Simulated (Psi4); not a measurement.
Lewis adduct: BH3 (SMILES B) (first 4 atoms) with H2O (SMILES O); geometry from B3LYP-D3(BJ)/def2-TZVP, rigid monomers moved along the line of their centres of mass till B1···O5 is 1.99 Å.
(charge 0, multiplicity 1):
| atom | x (Å) | y (Å) | z (Å) |
|---|---|---|---|
| B | 0.2106 | 0.2493 | 0.7896 |
| H | 0.6172 | -0.7672 | 0.2870 |
| H | -0.8529 | 0.6372 | 0.3940 |
| H | 1.0372 | 1.0909 | 1.0056 |
| O | -0.2479 | -0.3295 | 2.6361 |
| H | -0.9027 | -1.0387 | 2.5920 |
| H | 0.5415 | -0.6921 | 3.0593 |

All values below come from SAPT0/jun-cc-pV(D+d)Z (Psi4 1.11).

Task: Give the four SAPT terms and the total, and say what mostly holds the pair together.

Result: electrostatics -25.47, exchange 28.54, induction -15.35, dispersion -4.85, total -17.13 kcal/mol; the largest attraction is electrostatics.
